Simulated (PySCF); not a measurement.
[Hf(BH4)2]2+ at several levels of theory

Computed with PySCF 2.14.0 (density fitting, no spin-orbit coupling) at the geometry relaxed with PBE0:

```xyz
11
[Hf(BH4)2]2+ (singlet)
Hf    0.0000    0.0000   -0.3599
B     1.8757   -0.0178    0.8305
H     2.7753    0.0122    1.6167
H     0.8983   -0.8411    1.1498
H     2.0614   -0.2688   -0.4050
H     1.1518    1.0802    0.7780
B    -1.8757    0.0178    0.8305
H    -2.7753   -0.0122    1.6167
H    -0.8983    0.8411    1.1498
H    -2.0614    0.2688   -0.4050
H    -1.1518   -1.0802    0.7780
```

```
 level                                              basis    state  HOMO (eV)  gap (eV)  charge on Hf1 (e)  dipole about the centre of mass (D)  largest force component (eV/Å)
  PBE0     Hf def2-SVP with ECP60, B def2-SVP, H def2-SVP  singlet     -20.31      5.34               1.46                                 0.56                            0.01
r2SCAN                                           the same  singlet     -19.21      3.60               1.49                                 0.50                            0.25
  PBE0  Hf def2-TZVP with ECP60, B def2-TZVP, H def2-TZVP  singlet     -20.34      5.47               0.86                                 0.48                            0.26
```

Charges are Mulliken's, which hang on the basis. The relaxation used the grid (50, 194), these runs (75, 302) or, all-electron (x2c bases, spin-free X2C Hamiltonian), (99, 590).

Problem. What does BP86 with Hf def2-SVP with ECP60, B def2-SVP, H def2-SVP give here?

Solution. state singlet, HOMO (eV) -18.98, gap (eV) 3.03, charge on Hf1 (e) 1.37, dipole about the centre of mass (D) 0.21, largest force component (eV/Å) 0.56. Time: 11 s on 2 threads of Arm Neoverse V1, on a shared host, from an already converged density.

In the first row's basis the gap widens with exact exchange: 3.0 to 3.6 eV for BP86, r2SCAN (none); 5.3 eV for PBE0 (a fixed share).
